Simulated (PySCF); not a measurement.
# Structure from 2D NMR

Compound of formula C$_{2}$H$_{4}$FNOSi. Correlations simulated from computed shifts and the bond graph:

HSQC (one-bond C–H):
```csv
δH,δC
0.35,0.1
```

COSY cross peaks (H two or three bonds apart, from the bond graph; peaks can be absent where the dihedral angle is near 90°):
```csv
δH,δH
5.18,0.35
```

HMBC (two and three bonds, from the bond graph):
```csv
δH,δC
5.18,"125.7, 0.1"
```

Carbons without hydrogens: δ 125.7.

PySCF calculation with PBE0-D3(BJ)/def2-TZVP geometry and GIAO B97-2/pcSseg-2 shieldings; gas phase, no relativistic terms, equivalent nuclei averaged, single conformer.

References, each an isolated molecule treated in the same way: ¹H, ¹³C vs TMS.

Exchangeable hydrogens are left out of these lists.

Work out the connectivity.

## Answers

SMILES N([Si@@H](C)F)=C=O.

Structure with atom numbers: `[CH3:1][Si@@H:2]([F:3])[N:4]=[C:5]=[O:6]`; H(Xn) means a hydrogen on atom n.

δC 125.7 is C5, a central carbon of a heterocumulene. δC 0.1 is C1, a methyl carbon bonded to Si (δH 0.35). HMBC from δH 5.18 reaches the proton-free carbon C5. COSY links 5.18–0.35.

The data come from this structure; uniqueness wasn't tested.

Shifts are as computed. Against solution values, carbons near 30 ppm lie about +3 ppm off and those near 130 ppm about +7 ppm. Of 1211 compounds with measured shifts, 218 miss one by over three times the rms of a fit or turn the order of signals round; such compounds aren't used in these exercises.
